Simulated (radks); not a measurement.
The numbers below are computed, except where a source is named.
All-electron atom: Sn15+ in [Ar] 3d10 4s2 4p5 (the NIST ground configuration).

Code: a radial shooting solver on a logarithmic mesh with Libxc functionals. Model: Dirac Kohn-Sham, BLYP, spin-unpolarised, spherical densities, finite nucleus; open shells are shared between the two j in proportion to 2j + 1; Fermi nuclear charge, rms radius 4.6519 fm.

Energy parts (eV):
total: -165925.927
kinetic: 174855.327
electron-nucleus: -389923.767
Hartree: 53311.068
exchange-correlation: -4168.556

Orbitals (lengths in bohr, moments of r in powers of bohr):
| orbital | occ. | eigenvalue (eV) | <r> | <1/r> |
|---|---|---|---|---|
| 1s1/2 | 2 | -29363.92 | 0.02905 | 53.09 |
| 2s1/2 | 2 | -4742.578 | 0.1250 | 12.32 |
| 2p1/2 | 2 | -4455.269 | 0.1057 | 12.30 |
| 2p3/2 | 4 | -4224.365 | 0.1111 | 11.45 |
| 3s1/2 | 2 | -1195.773 | 0.3371 | 4.380 |
| 3p1/2 | 2 | -1079.336 | 0.3274 | 4.292 |
| 3p3/2 | 4 | -1036.497 | 0.3384 | 4.085 |
| 3d3/2 | 4 | -831.8099 | 0.3085 | 3.939 |
| 3d5/2 | 6 | -822.8705 | 0.3119 | 3.886 |
| 4s1/2 | 2 | -447.4289 | 0.7494 | 1.888 |
| 4p1/2 | 1.66667 | -405.0630 | 0.7685 | 1.810 |
| 4p3/2 | 3.33333 | -394.8716 | 0.7871 | 1.750 |

The highest occupied level is 4p3/2 at -394.87 eV. Summed over all electrons, <r^2> = 7.012 bohr^2, which gives a Langevin (diamagnetic) susceptibility term of -5.55 x 10^-6 cm^3/mol. The density falls to 0.001 e/bohr^3 at r = 1.81 bohr.
